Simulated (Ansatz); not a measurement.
Species: CH2O3, charge 0, multiplicity 1. 
Structure (B3LYP-D3(BJ)/def2-TZVP (Ansatz, a program for electronic structure) minimum search):
SMILES: O=C(O)O
```xyz
6

O      1.1151    -0.6315     0.0422
C     -0.0043     0.1007    -0.0098
O     -0.0547     1.2964    -0.1267
O     -1.0581    -0.7186     0.0897
H      1.8553    -0.0133    -0.0319
H     -1.8479    -0.1617     0.0490
```

Computed values are from Ansatz. Valence correlation only, unless marked. Open shells are spin-unrestricted. No spin-orbit coupling. No relativistic terms. Basis-set limits of correlation are two-point, X^-3; Hartree-Fock from the larger set. [CCSD(T)-MP2]/basis is that difference in the basis named.

| Property | Result |
|---|---|
| atomisation energy De | 2591.9 kJ/mol at RI-MP2/CBS(aug-cc-pVTZ,aug-cc-pVQZ)+[CCSD(T)-MP2]/aug-cc-pVTZ |
| total energy | -264.7956 Eh at RI-MP2/CBS(aug-cc-pVTZ,aug-cc-pVQZ)+[CCSD(T)-MP2]/aug-cc-pVTZ |
| dipole moment | 0.22 D at CCSD(T)/aug-cc-pVDZ |
| T1 diagnostic | 0.015 at CCSD/aug-cc-pVTZ |
